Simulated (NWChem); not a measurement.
Molecule: CH5BSe; SMILES CB[SeH]

```xyz
8

B     -0.6425    -1.0207    -0.0006
H     -1.8515    -1.1457     0.0001
C      0.3228    -2.2550    -0.0002
H      0.0919    -2.9027    -0.8751
H      0.1050    -2.8879     0.8891
H      1.4065    -2.0262    -0.0093
Se     0.0806     0.7678    -0.0001
H     -1.2174     1.4907     0.0020
```
Atoms are numbered in this order, from 1.

Computed with NWChem. Pople sets run with spherical d functions. Medium grid unless said otherwise, to which SCAN and Minnesota functionals are sensitive. Geometry: optimised at PBE-D3(BJ)/def2-SVP. Hybrids' shares of exact exchange are those that their runs print; pure functionals count as 0. The functionals differ in more than this share.

```
row               share of exact exchange  orbital gap (eV)
----------------  -----------------------  ----------------
PBE/6-31G*                           0.00              4.72
PW91/6-31G*                          0.00              4.72
B3LYP/6-31G*                         0.20          withheld
r2SCAN0/6-31G*                       0.25              7.08
MPW1K/6-31G*                         0.43              8.21
BHandHLYP/6-31G*                     0.50              8.78
```

Task: Fit a straight line of the last column on the one before it, predict the withheld value, and compare with the run.

Result: 
1. Means of the 5 shown rows: x = 0.236, y = 6.702. Slope Σ(x − x̄)(y − ȳ)/Σ(x − x̄)² = 1.782/0.2189 = 8.140; intercept 4.781.
2. The shown rows scatter about the line by 0.132 (root mean square); the largest residual is +0.26, at r2SCAN0/6-31G*.
3. At x = 0.20 (B3LYP/6-31G*; inside the shown range) the line gives 6.41.
4. The run gives 6.34, -0.07 from the line, 0.5 times the scatter.
